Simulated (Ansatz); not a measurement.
Nb4. The state is a triplet with charge 0. Geometry B3LYP-D4/def2-SVP; atoms count from 1.

```xyz
4

Nb   -0.2621    1.4578    0.0560
Nb   -0.9673   -0.5488   -1.1788
Nb    1.3647   -0.4059   -0.4118
Nb   -0.1353   -0.5030    1.5346
```

In the def2 sets Nb takes a core potential; there is no spin–orbit coupling. The charge 0 triplet is spin-contaminated (final ⟨S²⟩ up to 2.13, 2.00 for a pure state). At PBE0-D4/def2-TZVP a singlet of charge 0 lies 0.29 eV below the triplet, each at its own geometry. The structure comes from a short search, and lower isomers may exist.

(1) Estimate the Mulliken populations from the PBE0/def2-TZVP orbitals of Ansatz.

(2) Where does the spin sit?

(3) And the Mayer bond orders between bonded heavy atoms (over 0.3)?

Answers

(1) 
```tsv
atom	charge (e)	spin (α − β)	d electrons
Nb1	0.03	-0.33	3.96
Nb2	-0.03	1.33	3.90
Nb3	0.03	-0.33	3.96
Nb4	-0.03	1.33	3.90
```
Mulliken values and Mayer orders depend strongly on the basis.

(2) Summed by element: Nb 2.00, of 2 unpaired in all. Largest on single atoms: Nb4 1.33, Nb2 1.33, Nb1 -0.33.

(3) Nb1–Nb2 1.90 (2.46 Å); Nb1–Nb3 1.72 (2.52 Å); Nb1–Nb4 1.90 (2.46 Å); Nb2–Nb3 1.90 (2.46 Å); Nb2–Nb4 1.14 (2.84 Å); Nb3–Nb4 1.90 (2.46 Å).
